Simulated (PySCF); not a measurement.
PySCF input for 2,2,2-trifluoroethanol (C2H3F3O), SMILES OCC(F)(F)F, TDDFT-PBE/def2-SVPD. The structure is a stationary point at B3LYP-D3(BJ)/def2-SVP. The values are those of a single conformer.

```python
import numpy as np
from pyscf import gto, scf, dft, tdscf

mol = gto.M(
    atom='''
    O    -1.97964325   -0.02103936    0.28254954
    C    -0.81608697    0.73360637    0.44596080
    C     0.41855923   -0.01190927   -0.03431522
    F     0.27005227   -0.36923109   -1.32937622
    F     1.50896392    0.76528224    0.05422712
    F     0.64673218   -1.12889929    0.66403806
    H    -2.08573948   -0.21122364   -0.66002009
    H    -0.68915184    0.94167336    1.51876873
    H    -0.83453152    1.70331594   -0.08901921
    ''',
    basis='def2-SVPD',
    charge=0,
    spin=0,
    max_memory=1600,
    verbose=4,
)
mf = dft.RKS(mol, xc='pbe').density_fit(auxbasis='def2-universal-jkfit')
mf.grids.level = 3
mf.conv_tol = 1e-9
mf.max_cycle = 100
mf.kernel()
mf.grids = dft.Grids(mol).set(level=1).build(with_non0tab=True)  # coarser grid for the response kernel
td = tdscf.TDDFT(mf)
td.singlet = True
td.nstates = 10
td.conv_tol = 1e-4
td.positive_eig_threshold = 1e-6
td.kernel(x0=td.get_init_guess(mf, 15))
td.analyze()
tt = tdscf.TDA(mf)
tt.singlet = False
tt.nstates = 4
tt.conv_tol = 1e-4
tt.positive_eig_threshold = 1e-6
tt.kernel(x0=tt.get_init_guess(mf, 9))
tt.analyze(verbose=3)
```

Log of the run:

```
PySCF version 2.14.0

[INPUT] verbose = 4
[INPUT] num. atoms = 9
[INPUT] num. electrons = 50
[INPUT] charge = 0
[INPUT] spin (= nelec alpha-beta = 2S) = 0
[INPUT] symmetry False subgroup None
[INPUT] Mole.unit = angstrom
[INPUT] Symbol           X                Y                Z      unit          X                Y                Z       unit  Magmom
[INPUT]  1 O     -1.979643250000  -0.021039360000   0.282549540000 AA   -3.740983566844  -0.039758628236   0.533941247222 Bohr   0.0
[INPUT]  2 C     -0.816086970000   0.733606370000   0.445960800000 AA   -1.542180867126   1.386315122536   0.842743774292 Bohr   0.0
[INPUT]  3 C      0.418559230000  -0.011909270000  -0.034315220000 AA    0.790962311609  -0.022505258643  -0.064846367704 Bohr   0.0
[INPUT]  4 F      0.270052270000  -0.369231090000  -1.329376220000 AA    0.510324829617  -0.697745636775  -2.512156972310 Bohr   0.0
[INPUT]  5 F      1.508963920000   0.765282240000   0.054227120000 AA    2.851528540650   1.446173841594   0.102474405324 Bohr   0.0
[INPUT]  6 F      0.646732180000  -1.128899290000   0.664038060000 AA    1.222146696143  -2.133310480316   1.254850069688 Bohr   0.0
[INPUT]  7 H     -2.085739480000  -0.211223640000  -0.660020090000 AA   -3.941476384393  -0.399154830634  -1.247257206811 Bohr   0.0
[INPUT]  8 H     -0.689151840000   0.941673360000   1.518768730000 AA   -1.302308235840   1.779504749199   2.870056946254 Bohr   0.0
[INPUT]  9 H     -0.834531520000   1.703315940000  -0.089019210000 AA   -1.577036015117   3.218800630206  -0.168221926725 Bohr   0.0

nuclear repulsion = 273.774557118358
number of shells = 64
number of NR pGTOs = 222
number of NR cGTOs = 156
basis = def2-SVPD
ecp = {}


[settings echo left out]
init E= -452.687777252169
  HOMO = -0.340311591470841  LUMO = -0.0291809585008753  gap/eV = 8.46630
cycle= 1 E= -451.843025885696  delta_E= 0.845  |g|= 0.985  |ddm|= 3.49
  HOMO = -0.137515573986744  LUMO = -0.00718460447348335  gap/eV = 3.54649
cycle= 2 E= -451.263296883773  delta_E= 0.58  |g|= 2.07  |ddm|= 2.33
  HOMO = -0.275201049159929  LUMO = -0.0203734427436033  gap/eV = 6.93421
cycle= 3 E= -452.010709543539  delta_E= -0.747  |g|= 0.138  |ddm|= 1.68
  HOMO = -0.261217813243828  LUMO = -0.0176009099590506  gap/eV = 6.62915
cycle= 4 E= -452.012930044517  delta_E= -0.00222  |g|= 0.099  |ddm|= 0.207
  HOMO = -0.267229935438156  LUMO = -0.0180853557446254  gap/eV = 6.77957
cycle= 5 E= -452.0145985573  delta_E= -0.00167  |g|= 0.0192  |ddm|= 0.0769
  HOMO = -0.265404869043865  LUMO = -0.0178002670461881  gap/eV = 6.73766
cycle= 6 E= -452.014662162968  delta_E= -6.36e-05  |g|= 0.00676  |ddm|= 0.0209
  HOMO = -0.265935577361551  LUMO = -0.0180315211982784  gap/eV = 6.74581
cycle= 7 E= -452.014671638607  delta_E= -9.48e-06  |g|= 0.00122  |ddm|= 0.0068
  HOMO = -0.266060261921184  LUMO = -0.0180549820208831  gap/eV = 6.74857
cycle= 8 E= -452.014671861815  delta_E= -2.23e-07  |g|= 0.000544  |ddm|= 0.00133
  HOMO = -0.26603909777799  LUMO = -0.0180498227014705  gap/eV = 6.74813
cycle= 9 E= -452.014671907387  delta_E= -4.56e-08  |g|= 0.000146  |ddm|= 0.000483
  HOMO = -0.266051575519067  LUMO = -0.0180539729426261  gap/eV = 6.74836
cycle= 10 E= -452.014671911246  delta_E= -3.86e-09  |g|= 3.04e-05  |ddm|= 0.000158
  HOMO = -0.266054368840164  LUMO = -0.0180550611223076  gap/eV = 6.74840
cycle= 11 E= -452.014671911417  delta_E= -1.71e-10  |g|= 1.27e-05  |ddm|= 4.47e-05
  HOMO = -0.266050291794902  LUMO = -0.0180538441580196  gap/eV = 6.74833
Extra cycle  E= -452.014671911366  delta_E= 5.1e-11  |g|= 2.1e-05  |ddm|= 3e-05
converged SCF energy = -452.014671911366
tot grids = 38856
Overwritten attributes  positive_eig_threshold  of <class 'pyscf.tdscf.rks.CasidaTDDFT'>


******** <class 'pyscf.tdscf.rks.CasidaTDDFT'> for <class 'pyscf.df.df_jk.DFRKS'> ********
nstates = 10 singlet
deg_eia_thresh = 1.000e-03
wfnsym = None
conv_tol = 0.0001
eigh lindep = 1e-12
eigh level_shift = 0
eigh max_cycle = 100


Excitation energies (eV)
[6.84847467 7.67594413 8.25644627 8.33956428 8.41906173 8.89248534
 9.17636532 9.20922619 9.43860197 9.63115397]

** Singlet excitation energies and oscillator strengths **
Excited State   1:      6.84847 eV    181.04 nm  f=0.0053
      25 -> 26       -0.70498
Excited State   2:      7.67594 eV    161.52 nm  f=0.0188
      25 -> 27       -0.70298
Excited State   3:      8.25645 eV    150.17 nm  f=0.0044
      25 -> 28        0.70253
Excited State   4:      8.33956 eV    148.67 nm  f=0.0078
      24 -> 26        0.67616
      25 -> 29       -0.19268
Excited State   5:      8.41906 eV    147.27 nm  f=0.0300
      24 -> 26        0.19607
      25 -> 29        0.67251
Excited State   6:      8.89249 eV    139.43 nm  f=0.0028
      25 -> 30        0.69961
Excited State   7:      9.17637 eV    135.11 nm  f=0.0162
      24 -> 27       -0.54857
      25 -> 31        0.44290
Excited State   8:      9.20923 eV    134.63 nm  f=0.0207
      24 -> 27       -0.43849
      25 -> 31       -0.54415
Excited State   9:      9.43860 eV    131.36 nm  f=0.0016
      23 -> 26       -0.70561
Excited State  10:      9.63115 eV    128.73 nm  f=0.0009
      22 -> 26       -0.12431
      25 -> 32       -0.69008

** Transition electric dipole moments (AU) **
state          X           Y           Z        Dip. S.      Osc.
  1         0.1755     -0.0240     -0.0024      0.0314      0.0053
  2        -0.0302      0.3144     -0.0149      0.1000      0.0188
  3         0.1419      0.0326      0.0177      0.0215      0.0044
  4        -0.0849     -0.1365      0.1102      0.0380      0.0078
  5         0.1152      0.3529     -0.0874      0.1454      0.0300
  6        -0.0891      0.0716     -0.0024      0.0131      0.0028
  7        -0.0956      0.0982      0.2311      0.0722      0.0162
  8        -0.0674     -0.1655      0.2446      0.0918      0.0207
  9        -0.0060      0.0534     -0.0650      0.0071      0.0016
 10         0.0290     -0.0341      0.0422      0.0038      0.0009

** Transition velocity dipole moments (imaginary part, AU) **
state          X           Y           Z        Dip. S.      Osc.
  1         0.0432     -0.0067     -0.0008      0.0019      0.0051
  2        -0.0127      0.0915     -0.0056      0.0086      0.0202
  3         0.0412      0.0077      0.0056      0.0018      0.0039
  4        -0.0257     -0.0430      0.0356      0.0038      0.0082
  5         0.0316      0.1091     -0.0284      0.0137      0.0295
  6        -0.0278      0.0225     -0.0013      0.0013      0.0026
  7        -0.0368      0.0321      0.0826      0.0092      0.0182
  8        -0.0243     -0.0574      0.0850      0.0111      0.0219
  9        -0.0017      0.0187     -0.0232      0.0009      0.0017
 10         0.0095     -0.0140      0.0199      0.0007      0.0013

** Transition magnetic dipole moments (imaginary part, AU) **
state          X           Y           Z
  1         0.2463     -0.0871     -0.4395
  2         0.0943      0.0906      0.1683
  3         0.0013     -0.0266     -0.1672
  4         0.4383     -0.5141     -0.0251
  5         0.2403     -0.3025      0.1429
  6        -0.0032     -0.0859     -0.4418
  7        -0.1984     -0.2373     -0.1568
  8        -0.0966     -0.2511     -0.1564
  9        -0.1849      0.1536      0.0692
 10        -0.4882      0.2099     -0.2516
Overwritten attributes  positive_eig_threshold  of <class 'pyscf.tdscf.rks.TDA'>


******** <class 'pyscf.tdscf.rks.TDA'> for <class 'pyscf.df.df_jk.DFRKS'> ********
nstates = 4 triplet
deg_eia_thresh = 1.000e-03
wfnsym = None
conv_tol = 0.0001
eigh lindep = 1e-12
eigh level_shift = 0
eigh max_cycle = 100


Excitation energies (eV)
[6.55512104 7.48902131 8.04363168 8.14116506]

** Triplet excitation energies and oscillator strengths **
Excited State   1:      6.55512 eV    189.14 nm  f=0.0000
Excited State   2:      7.48902 eV    165.55 nm  f=0.0000
Excited State   3:      8.04363 eV    154.14 nm  f=0.0000
Excited State   4:      8.14117 eV    152.29 nm  f=0.0000
```

The calculation finished and met its thresholds.
